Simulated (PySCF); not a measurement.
Working out the ionisation energy of Sr²⁺

Sr²⁺ [Kr] (1S) → Sr³⁺ [Ar] 3d10 4s2 4p5 (2P). All numbers are calculated (PySCF 2.14, scalar relativity by spin-free X2C-1e, in cc-pVDZ-X2C). Frozen: [Ar] 3d10 4s2. Energies in hartree (1 hartree = 27.21139 eV):

```json
{"part": "UHF", "Sr²⁺ (lower)": "-3176.786554", "Sr³⁺ (upper)": "-3175.221265"}
{"part": "CCSD correlation", "Sr²⁺ (lower)": "-0.032721", "Sr³⁺ (upper)": "-0.018321"}
{"part": "(T)", "Sr²⁺ (lower)": "-0.000153", "Sr³⁺ (upper)": "-0.000042"}
```

**Question.** What does Hartree-Fock give?

**Answer.** (-3175.221265) − (-3176.786554) = 1.565289 hartree = 42.594 eV.

**Question.** What do CCSD and CCSD(T) give?

**Answer.** The CCSD correlation energies differ by 0.014400 hartree = 0.392 eV and the triples by 0.000111 hartree = 0.003 eV, so CCSD gives 42.986 eV and CCSD(T) 42.989 eV.

Reference: 42.884 eV (measured; NIST Atomic Spectra Database, ionization energies), between the lowest levels; spin-orbit coupling is absent from the calculation.

A double-zeta basis recovers only part of the correlation energy.

What remains against the reference includes basis incompleteness, the frozen core and higher excitations.
